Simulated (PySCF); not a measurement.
Si(F)(NHMe)(OH)2 (CH₆FNO₂Si), SMILES O[Si](O)(NC)F. Atoms are numbered in the order given.

```xyz
12

C      2.3360     0.0671    -0.4903
N      1.0717    -0.6291    -0.4950
Si    -0.4016    -0.0207     0.0793
O     -0.5378     1.5880    -0.2535
O     -1.5695    -0.9922    -0.5577
F     -0.5988    -0.0502     1.6876
H      3.0242    -0.2816     0.3009
H      2.1610     1.1396    -0.3190
H      2.8604    -0.0269    -1.4570
H      1.1222    -1.6194    -0.7033
H     -0.4370     1.8219    -1.1805
H     -2.3795    -1.0572    -0.0435
```

Geometry: PBE0-D3(BJ)/def2-SVP. The structure was generated by enumeration, and PubChem lists no compound with its InChIKey, so it may never have been made. Other conformers were not sampled.

Level of theory: PySCF with PBE/pcSseg-1.

GIAO shieldings, no solvent; atoms listed in one row are averaged. δ = σ(ref) − σ: ¹³C against TMS (σ = 182.0 ppm); ¹⁵N against NH3 (σ = 267.0 ppm); ²⁹Si against TMS (σ = 335.4 ppm); ¹⁷O against H2O (σ = 334.3 ppm); ¹⁹F against CFCl3 (σ = 133.6 ppm); ¹H against TMS (σ = 31.49 ppm), references at their B3LYP-D3(BJ)/def2-TZVP geometries, non-relativistic.

```csv
nucleus,atoms,count,δ (ppm)
¹³C,C1,1,32.2
¹⁵N,N2,1,34.7
²⁹Si,Si3,1,-58.2
¹⁷O,O5,1,54.9
¹⁷O,O4,1,50.4
¹⁹F,F6,1,-182.1
¹H,"H7, H8, H9",3,2.94
¹H,H12,1,1.72
¹H,H11,1,1.27
¹H,H10,1,0.74
```
